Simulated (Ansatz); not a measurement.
Reaction (formal exchange of groups at a C–Ga bond): `[SiH3][CH2][GaH][Cl]` + `[SH][GeH3]` → `[SiH3][CH2][GeH2][SH]` + `[Cl][GaH2]`

Program: Ansatz. Geometries: PBE0-D4/def2-TZVP. ΔE: electronic, gas phase. CCSD(T)/CBS is the MP2 limit (def2-TZVPP, def2-QZVPP) plus CCSD(T) − MP2 in def2-TZVPP, frozen cores. DFT in def2-TZVPP. B3LYP here is the variant with VWN-RPA as its local correlation; programs differ in this. For Ga, Ge outer-core shells are correlated without core-valence functions, which leaves a few kJ/mol of doubt a bond. Scalar relativity is left out up to krypton. One conformer a species, not always the lowest.

```tsv
level	ΔE (kJ/mol)
PBE0-D4	10.4
ωB97X-V	8.8
ωB97M-V	8.3
PBE	13.6
B3LYP	14.6
CCSD/def2-TZVPP	10.4
MP2/def2-QZVPP	10.8
SCS-MP2/def2-QZVPP	10.7
```

**Question.** What does CCSD(T)/CBS give? (Best estimate.)

**Answer.** The calculation gave: +11.9 kJ/mol. The listed levels differ from it by -1.5, -3.1, -3.6, 1.7, 2.7, -1.5, -1.1, -1.2 kJ/mol.

Largest T1 diagnostic among the species: 0.012.

The D4 term adds −4.0 kJ/mol with B3LYP and −2.3 kJ/mol with PBE0; it sums over pairs of atoms, weighted by their polarisabilities, and B3LYP, whose exchange is more repulsive, gets the larger term.
